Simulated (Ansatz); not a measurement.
Born–Oppenheimer molecular dynamics of CH7AlFN (11 atoms, charge 0, multiplicity 1). It starts at the highest image of a converged band, a first-order saddle point between two minima.

Computed with Ansatz, RKS r2SCAN/def2-SVP.

```json
{"ensemble": "NVE (velocity Verlet)", "time step": "0.5 fs", "steps asked": "200", "starting velocities drawn for": "300 K", "seed": "6587"}
```

First frame:

```xyz
11
Properties=species:S:1:pos:R:3
Al -0.398 0.324 0.344
N 1.397 0.113 0.912
C -0.864 -0.033 -1.504
F -1.168 1.503 1.254
H 0.481 -0.896 1.333
H -0.484 -1.194 1.332
H 2.174 -0.157 0.309
H 1.756 0.644 1.706
H -1.943 -0.228 -1.622
H -0.623 0.830 -2.148
H -0.329 -0.906 -1.915
```

Q: How far do the bonds stretch over the last three quarters of this one trajectory? (Pairs bonded in most of those frames.)

A: 
| bond | mean (Å) | spread (Å) | shortest | longest |
| --- | --- | --- | --- | --- |
| Al1–N2 | 1.779 | 0.040 | 1.72 | 1.84 |
| Al1–C3 | 1.938 | 0.038 | 1.88 | 2.00 |
| Al1–F4 | 1.673 | 0.018 | 1.64 | 1.70 |
| N2–H7 | 1.019 | 0.013 | 1.00 | 1.04 |
| N2–H8 | 1.019 | 0.009 | 1.00 | 1.04 |
| C3–H9 | 1.108 | 0.021 | 1.07 | 1.15 |
| C3–H10 | 1.106 | 0.008 | 1.09 | 1.12 |
| C3–H11 | 1.103 | 0.006 | 1.09 | 1.11 |
| H5–H6 | 0.759 | 0.005 | 0.75 | 0.77 |

Mean temperature of the second half: 552 K. The conserved energy stayed within 0.091 meV per atom of its start (net change 0.042 meV per atom), so the integration is sound. The kinetic energy rose, since the run started high on the potential surface and went downhill. It ends in pieces (CH5AlFN + H2), so much of that is their flight and rotation, not heat. A run of 0.1 ps of so small a system gives no equilibrium averages. The orbitals stay closed-shell, which can raise the energy where a bond breaks towards radicals; this wasn't checked here.

The run took 5.7 min on 2 threads of Intel(R) Xeon(R) Platinum 8488C (Sapphire Rapids) (shared host), peak memory 0.16 GiB.
